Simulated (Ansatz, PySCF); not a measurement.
This PySCF input computes a SVWN5/def2-TZVPD energy:

```python
from pyscf import gto, scf, dft

mol = gto.M(
    atom='''
    Bi   -0.25936826   -0.14047736    0.35475257
    Cl   -0.27877501    1.98066989   -0.88423080
    Cl    1.54510241   -1.29480986   -0.84779644
    ''',
    basis='def2-tzvpd',
    ecp='def2-tzvp',
    charge=0,
    spin=1,
    verbose=4,
)

mf = dft.UKS(mol, xc='svwn').density_fit(auxbasis='def2-universal-jkfit')
mf.grids.level = 3
mf.conv_tol = 1e-9
mf.max_cycle = 100
mf.max_memory = 1500
mf.kernel()
if not mf.converged:
    mf = mf.newton()
    mf.kernel(mf.make_rdm1())
for _ in range(2):
    mo, _, stable, _ = mf.stability(return_status=True)
    if stable:
        break
    mf.kernel(mf.make_rdm1(mo, mf.mo_occ))
mf.analyze()
```

### Question
Write an input for the same energy in Ansatz (a quantum-chemistry and plane-wave program) and say what it gives.

### Answer

Ansatz 0.2 input:
```yaml
crystal:
  periodic: [false, false, false]
  atoms:
    - {symbol: Bi, position_ang: [-0.25936826, -0.14047736, 0.35475257]}
    - {symbol: Cl, position_ang: [-0.27877501, 1.98066989, -0.88423080]}
    - {symbol: Cl, position_ang: [1.54510241, -1.29480986, -0.84779644]}
basis:
  gaussian:
    orbitals: def2-TZVPD
hamiltonian:
  xc: {name: SVWN5}
magnetization: {spin_polarized: true, initial_magnetization: 1}
output: {forces: true}
```
It gives -1131.91644 Eh, and PySCF -1131.91647 Eh, a difference of 0.03 mEh, from the treatment of integrals and grids.

It need not be the lowest isomer of its formula.
